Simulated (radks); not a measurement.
Fractional charge and spin in the 4p shell of zirconium: the spin-up occupation runs from 2 to 3 and the spin-down occupation from 2 to 3; the fullest corner is Zr3+, [Ar] 3d10 4s2 4d(up 0.5, down 0.5) 4p(up 3, down 3). All-electron calculation, scalar-relativistic Kohn-Sham, SCAN, spin-polarised, spherical densities, finite nucleus; meta-GGA in the generalised Kohn-Sham scheme; Fermi nuclear charge, rms radius of each element as measured or else 0.836 A^(1/3) + 0.57 fm. Program: a radial shooting solver on a logarithmic mesh with Libxc functionals. Energy (eV) minus the two flat planes that join the four corners (they meet along the diagonal where the two added fractions sum to one electron); zero is where a piecewise linear energy would lie.

down \ up       2    2.25     2.5    2.75       3
2           0.000  -1.446  -1.923  -1.436   0.000
2.25       -1.446  -1.820  -1.235   0.300  -1.364
2.5        -1.923  -1.235   0.399  -1.174  -1.820
2.75       -1.436   0.300  -1.174  -1.724  -1.358
3           0.000  -1.364  -1.820  -1.358   0.000

Corners above the fullest one (they belong to Zr4+ and the next ion): (up 3, down 2) 67.247 eV, (up 2, down 3) 67.247 eV, (up 2, down 2) 151.07 eV. With half an added electron in each spin the energy lies 0.399 eV from the planes, and with half an added electron in spin up alone -1.923 eV. The planes are only a guide here: the flat-plane condition holds for ground states with one frontier orbital, while this shell lies below other occupied shells, so the corners above the fullest one are inner-hole states and not the ground states of those ions.
